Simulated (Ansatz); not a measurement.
SiMo₃. The state is a quintet with charge 0. Geometry PBE0-D4/def2-SVP; atoms count from 1.

Cartesian coordinates in Å:
```
Mo -0.7652 0.7127 -0.9715
Mo -1.0566 -0.2446 0.8540
Mo 1.2932 0.8339 0.7516
Si 0.5286 -1.3021 -0.6340
```

In the def2 sets Mo takes a core potential; there is no spin–orbit coupling. The charge 0 quintet is spin-contaminated (final ⟨S²⟩ up to 6.39, 6.00 for a pure state). The geometry of the quintet was relaxed on an unsound state (⟨S²⟩ 6.37, where a pure state has 6.00). At PBE0-D4/def2-TZVP a singlet of charge 0 lies 0.55 eV below the quintet, each at its own geometry. The structure comes from a short search, and lower isomers may exist.

Problem. Estimate the Mulliken populations from the PBE0/def2-TZVP orbitals of Ansatz.

Solution. 
```csv
atom,charge (e),spin (α − β),d electrons
Mo1,0.12,0.43,4.86
Mo2,0.14,-0.75,4.83
Mo3,0.09,4.26,4.92
Si4,-0.35,0.06,–
```
Mulliken values and Mayer orders depend strongly on the basis.

Problem. Where does the spin sit?

Solution. Summed by element: Mo 3.94, Si 0.06, of 4 unpaired in all. Largest on single atoms: Mo3 4.26, Mo2 -0.75, Mo1 0.43.

Problem. And the Mayer bond orders between bonded heavy atoms (over 0.3)?

Solution. Mo1–Mo2 3.14 (2.08 Å); Mo1–Mo3 1.10 (2.69 Å); Mo1–Si4 1.31 (2.42 Å); Mo2–Mo3 1.17 (2.59 Å); Mo2–Si4 1.35 (2.42 Å); Mo3–Si4 0.61 (2.66 Å).
